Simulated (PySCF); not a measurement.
AlFCl2, SMILES [F][Al]([Cl])[Cl]. Atoms are numbered in the order given.

```xyz
4

Al     0.0000     0.0000    -0.3478
F      0.0000     0.0000    -1.9980
Cl     0.0000     1.8092     0.6619
Cl     0.0000    -1.8092     0.6619
```
Charge 0, spin multiplicity 1.

Geometry optimised at PBE0-D3(BJ)/def2-SVP.

All values below come from M06-2X/def2-TZVPD in PySCF.

Mulliken values depend strongly on the basis, most of all with diffuse functions as here. ESP charges are fitted to the potential on shells at 1.4 to 2.0 van der Waals radii. Atomic charges (e):

```csv
atom,IAO,Mulliken,ESP fit
Al1,1.26,0.73,0.83
F2,-0.58,-0.31,-0.36
Cl3,-0.34,-0.21,-0.24
Cl4,-0.34,-0.21,-0.24
```
